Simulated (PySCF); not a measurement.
Simulated absorption spectrum

Compound: C₂H₆BCl₃Se.
Z-matrix (Å and degrees, PBE0-D3(BJ)/def2-SVP geometry), rows numbered from 1:
```
C 
Se  1  1.9310
C   2  1.9306  1   99.13
B   2  2.1544  1   99.81  3  -101.57
Cl  4  1.8203  2  102.74  1   170.72
Cl  4  1.8182  2  102.86  1   -69.45
Cl  4  1.8251  2  107.27  1    50.67
H   1  1.0970  2  109.61  3   -69.59
H   1  1.0980  2  108.37  3    53.09
H   1  1.0976  2  106.08  3   170.95
H   3  1.0969  2  109.61  1    69.86
H   3  1.0979  2  108.31  1   -52.79
H   3  1.0975  2  106.03  1  -170.63
```

Theory: PySCF 2.14.0, density-fitted response routines, TDDFT wB97X-D/def2-SVPD, vertical, gas phase, core orbitals frozen in the response. Relativistic effects, spin–orbit coupling among them, are left out although an element past zinc is present.

Computed states:

| state | E (eV) | f |
| --- | --- | --- |
| S1 | 6.44 | 0.0001 |
| S2 | 7.03 | 0.101 |
| S3 | 7.35 | 0.0023 |
| S4 | 7.40 | 0.0032 |
| S5 | 7.58 | 0.129 |
| S6 | 7.72 | 0.015 |

Broadening: Gaussians 0.3 eV wide at half height, area fixed by f = 4.319×10⁻⁹ ∫ε dν̃. The cross-section is σ = 3.8235×10⁻²¹ ε cm², given in Mb (10⁻¹⁸ cm²). The width is an assumption, not a result. The curve ends short of the highest state used, and states not computed would add to its high-energy end.

Question: Give the broadened spectrum and its maxima.

Answer: 
(λ (nm), σ (Mb)): (174.1, 27.80), (174.7, 30.94), (175.3, 33.25), (175.9, 34.50), (176.5, 34.55), (177.1, 33.43), (177.7, 31.26), (178.3, 28.26), (178.9, 24.73), (179.5, 20.95), (180.1, 17.20), (180.7, 13.69), (181.3, 10.57), (181.9, 7.92), (182.5, 5.76), (183.1, 4.08), (183.7, 2.81), (184.3, 1.88), (184.9, 1.23), (185.5, 0.78), (186.1, 0.49), (186.7, 0.30), (187.3, 0.19), (187.9, 0.12), (188.5, 0.08), (189.1, 0.06), (189.7, 0.05), (190.3, 0.04), (190.9, 0.04), (191.5, 0.04), (192.1, 0.04), (192.7, 0.04), (193.3, 0.04), (193.9, 0.04), (194.5, 0.04), (195.1, 0.03), (195.7, 0.03), (196.3, 0.03), (196.9, 0.02), (197.5, 0.02), (198.1, 0.02), (198.7, 0.01), (199.3, 0.01), (199.9, 0.01), (200.5, 0.01), (201.1, 0.00), (201.7, 0.00), (202.3, 0.00), (202.9, 0.00), (203.5, 0.00), (204.1, 0.00), (204.7, 0.00), (205.3, 0.00), (205.9, 0.00), (206.5, 0.00), (207.1, 0.00)

Maxima: 192 nm (6.45 eV), ε about 11, made up of S1 (98%) (hardly more than a shoulder); 176 nm (7.04 eV), ε about 9100, made up of S2 (100%) (ε in L mol⁻¹ cm⁻¹; maxima over ε = 5, shares over 10%).

Question: What would ε be at 7.04 eV, the highest of these maxima, with half the width (0.15 eV)?

Answer: About 18100 L mol⁻¹ cm⁻¹ against 9070, a factor of about 1.99; a lone state at its own centre would give exactly 2.

Question: Coming from long wavelengths, where does ε first pass 100 L mol⁻¹ cm⁻¹?

Answer: At about 186 nm (6.65 eV), 0.21 eV above S1.

Question: On this curve, what absorbance would a 10⁻³ mol/L sample give at 193 nm over a 1 cm path?

Answer: 193 nm is 6.424 eV, where ε is about 11 L mol⁻¹ cm⁻¹, so A = ε c l ≈ 0.011 (Beer–Lambert, with the gas-phase spectrum and the assumed width).
